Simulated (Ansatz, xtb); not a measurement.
# Al2F2H2N: where a starting geometry ends

The starting geometry of this gas-phase doublet was built from a drawn formula by distance geometry and a force field; its bonds are those of `[NH][AlH][Al]([F])[F]`.

```
atom    x (Å)   y (Å)    z (Å)
  Al  -0.0763  2.9656   0.7371
  Al   1.8842  1.5202   1.1262
   F   2.1691  0.0161   0.1084
   F   3.1091  1.9268   2.4047
   N  -1.3701  2.5254  -0.6306
   H  -1.7200  1.6039  -0.3932
   H  -0.2822  4.2280   1.6373
```

Question: Predict what becomes of its bonds when it is optimised with r2SCAN-D4/def2-SVP.

Answer: It keeps its bonds, and is `[NH][AlH][Al]([F])[F]`. Distances that change by over a tenth: Al1–N5 (1.93 → 1.74 Å).

The energy falls by 1.12 eV over 15 steps:

| step | E − E(last) (eV) |
| --- | --- |
| 1 | 1.117 |
| 3 | 0.490 |
| 4 | 0.173 |
| 6 | 0.054 |
| 7 | 0.016 |
| 9 | 0.006 |
| 10 | 0.004 |
| 12 | 0.001 |
| 13 | 0.000 |
| 15 | 0.000 |

Final geometry (Å):

```xyz
7

Al   -0.0902    3.0323    0.9010
Al    1.9350    1.4943    1.1251
F     2.0931    0.1382    0.1730
F     3.1677    1.7530    2.2142
N    -1.2180    2.2491   -0.1668
H    -1.7597    1.6754   -0.8020
H    -0.4141    4.4438    1.5454
```

From the same start GFN2-xTB ends elsewhere, differing in Al2–N5 (1.86 against 3.49 Å here).

The end wasn't checked by frequencies. Open shells are spin-unrestricted. Run with Ansatz 0.2.0, 100 s on 2 threads of Intel(R) Xeon(R) Platinum 8259CL CPU @ 2.50GHz (Skylake/Cascade Lake), on a shared host.
